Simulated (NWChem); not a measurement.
CoHOCl, quartet; SMILES [OH][Co][Cl]

```xyz
4

Co     0.0033    -0.3793     0.0032
Cl     0.0052     1.7553    -0.0021
O      0.0620    -2.1083    -0.0053
H     -0.6749    -2.7320    -0.0076
```
Atoms are numbered in this order, from 1.

Program: NWChem. Spin-unrestricted. Geometry: optimised at B3LYP/6-31G* (spherical d), spin-unrestricted. The spin multiplicity was typed, not searched, and may not be the lowest. No stability test was run on the SCF state.

For level UHF/cc-pVDZ:

dipole (D): 2.45

**Question.** What are these values for level UHF/cc-pVTZ?

**Answer.** 
| Item | Value |
|---|---|
| dipole (D) | 2.30 |
